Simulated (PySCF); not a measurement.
Calculation: PBE-D3(BJ)/def2-TZVP // PBE-D3(BJ)/def2-SVP in PySCF 2.14.0. Isolated molecules, 0 K electronic values unless said otherwise. Excitations are Tamm–Dancoff values on a coarser integration grid. The basis has no diffuse functions, so Rydberg states are missing or too high.

Reference species (SMILES): `C#Cc1cc([SiH3])c2ccsc2c1` (neutral, multiplicity 1).

```yaml
S1 oscillator strength: 0.069
HOMO: -5.56 eV
S1–T1 gap (TDA): 1.12 eV
```

After one change: the S1 oscillator strength increases by 0.011; the HOMO rises by 0.04 eV; the S1–T1 gap (TDA) decreases by 0.11 eV.

### Question
What was changed between the two runs? The new species is one of these.
A. `C#Cc1cc([SiH3])c2sccc2c1`
B. `C#Cc1cc2ccsc2cc1[SiH3]`
C. `C#Cc1c([SiH3])ccc2sccc12`

### Answer
C, `C#Cc1c([SiH3])ccc2sccc12`
